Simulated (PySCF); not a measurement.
## Spinor energies of Ba²⁶⁺ (barium, charge +26)

Start: [Ar] 3d10 4s2. Calculated with PySCF 2.14 in an even-tempered Gaussian basis (17 s from 2.1 bohr⁻², ratio 2.8; 13 p from 2.7 bohr⁻², ratio 2.8; 8 d from 4.8 bohr⁻², ratio 2.8; 4 f from 12 bohr⁻², ratio 3): generalised Hartree-Fock with the X2C-1e Hamiltonian and a Gaussian nucleus; one run each with spin-orbit coupling (SO) switched off, then screened by Boettger's factors.

```json
{"spinor shell": "1s1/2", "electrons": "2", "ε, spin-free (eV)": "-38486.1", "ε, screened SO (eV)": "-38481.9", "weight of nominal j (screened SO)": "1.000", "rms radius, screened SO (bohr)": "0.0292"}
{"spinor shell": "2s1/2", "electrons": "2", "ε, spin-free (eV)": "-6892.2", "ε, screened SO (eV)": "-6891.0", "weight of nominal j (screened SO)": "1.000", "rms radius, screened SO (bohr)": "0.119"}
{"spinor shell": "2p1/2", "electrons": "2", "ε, spin-free (eV)": "-6262.8", "ε, screened SO (eV)": "-6530.6", "weight of nominal j (screened SO)": "1.000", "rms radius, screened SO (bohr)": "0.102"}
{"spinor shell": "2p3/2", "electrons": "4", "ε, spin-free (eV)": "-6262.8", "ε, screened SO (eV)": "-6144.1", "weight of nominal j (screened SO)": "1.000", "rms radius, screened SO (bohr)": "0.108"}
{"spinor shell": "3s1/2", "electrons": "2", "ε, spin-free (eV)": "-2111.2", "ε, screened SO (eV)": "-2110.9", "weight of nominal j (screened SO)": "1.000", "rms radius, screened SO (bohr)": "0.306"}
{"spinor shell": "3p1/2", "electrons": "2", "ε, spin-free (eV)": "-1902.6", "ε, screened SO (eV)": "-1957.6", "weight of nominal j (screened SO)": "1.000", "rms radius, screened SO (bohr)": "0.298"}
{"spinor shell": "3p3/2", "electrons": "4", "ε, spin-free (eV)": "-1902.6", "ε, screened SO (eV)": "-1878.1", "weight of nominal j (screened SO)": "1.000", "rms radius, screened SO (bohr)": "0.310"}
{"spinor shell": "3d3/2", "electrons": "4", "ε, spin-free (eV)": "-1609.6", "ε, screened SO (eV)": "-1619.6", "weight of nominal j (screened SO)": "1.000", "rms radius, screened SO (bohr)": "0.279"}
{"spinor shell": "4s1/2", "electrons": "2", "ε, spin-free (eV)": "-929.16", "ε, screened SO (eV)": "-929.10", "weight of nominal j (screened SO)": "1.000", "rms radius, screened SO (bohr)": "0.663"}
```

(1) Where does 3d5/2 lie, and what is the 3d spin-orbit splitting (screened SO)?

```
   quantity    spin-free  screened SO
E (hartree)  -7802.08580  -7805.06661
        M_J            0            0
       ⟨J²⟩        0.000        0.000
       ⟨L²⟩        0.000        0.018
       ⟨S²⟩        0.000        0.018
```

Breit and QED terms are absent; they matter most for the inner s and p1/2 levels.

Densities and radii are taken from the X2C orbitals without a picture-change correction, which distorts them close to the nucleus.

Without spin-orbit coupling the j labels of p, d and f shells carry no meaning; the spin-free column gives the mean over the occupied spinors of each nl shell.

## Answers

(1) At -1602.8 eV, 16.845 eV above 3d3/2.
